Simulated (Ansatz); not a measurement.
`[F][Ga]([F])[SeH]` + CH₃SH → `C[S][Ga]([F])[F]` + H₂Se at 700 K and 1 bar (ligand exchange at a Ga–Se bond).

Calculated with Ansatz (gas phase, PBE0-D4/def2-TZVP geometries, no zero-point term in ΔE). CCSD(T)/CBS is the MP2 limit (def2-TZVPP, def2-QZVPP) plus CCSD(T) − MP2 in def2-TZVPP, frozen cores. This one scheme is used for every species. For Ga, Se outer-core shells are correlated without core-valence functions, which leaves a few kJ/mol of doubt a bond. Scalar relativity is left out up to krypton. Each species was taken in one conformer, which may not be the lowest.

```tsv
species	CCSD(T)/CBS energy (Eh)	H − E (kJ/mol)	S (J/(mol·K))
`[F][Ga]([F])[SeH]`	-4524.95394	87.9	419.1
CH₃SH	-438.22835	160.2	309.0
`C[S][Ga]([F])[F]`	-2561.27813	185.6	484.2
H₂Se	-2401.89790	61.1	251.1
```

H − E and S are ideal-gas, rigid-rotor, harmonic terms from PBE0-D4/def2-TZVP, for one conformer and one mirror image of each species. 1 Eh = 2625.50 kJ/mol, R = 8.31446 J/(mol·K).

**Question.** By hand: ΔE, ΔH, ΔS and ΔG.

**Answer.** ΔE = (-2561.27813) + (-2401.89790) − (-4524.95394) − (-438.22835) = 0.00626 Eh = 16.4 kJ/mol. Δ(H − E) = 185.6 + 61.1 − 87.9 − 160.2 = -1.4, so ΔH = 15.0 kJ/mol. ΔS = 484.2 + 251.1 − 419.1 − 309.0 = 7.2 J/(mol·K). ΔG = 15.0 − 700 × (7.2)/1000 = 10.0 kJ/mol.

**Question.** By hand: the equilibrium constant, and the temperature at which ΔG would vanish if ΔH and ΔS stayed fixed.

**Answer.** log₁₀ K = −ΔG/(RT ln 10) = -0.7. ΔG = 0 at ΔH/ΔS = 2083 K, though so small a ΔS makes that figure unsure.

TΔS isn't small against ΔH here. A doubt of 5 kJ/mol in ΔE shifts log₁₀ K by 0.4 here. Other conformers and mirror images would add mixing entropy, several J/(mol·K) or more a flexible species. Modes under 60 cm⁻¹, often nearly free rotors, make the harmonic entropy too high. These are equilibria of isolated gas molecules and say nothing of rates. Largest T1 diagnostic: 0.014 (customary marks: 0.02 for closed shells, 0.045 for open ones).
